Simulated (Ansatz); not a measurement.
Ansatz results at the PBE0-D4/def2-TZVP geometry: size of the dipole moment (B3LYP/def2-TZVPP) 2.21 D; HOMO energy (B3LYP/def2-TZVPP) -6.24 eV; LUMO energy (ωB97M-V/def2-TZVPP) 2.03 eV.

Each molecule was computed in one conformer, which needn't be the lowest.

Problem. Which molecule gave them?
A. `N=C1CC1F`
B. `CC(S)N[SiH3]`
C. `[CH3][Zn][O]C=N`
D. `C[SiH](N)CS`

Solution. D. The others give `CC(S)N[SiH3]`: 1.16, -6.45, 1.76; `[CH3][Zn][O]C=N`: 3.87, -7.27, 0.80; `N=C1CC1F`: 1.75, -7.15, 1.20.

B3LYP here is the variant with VWN-RPA as its local correlation; programs differ in this.
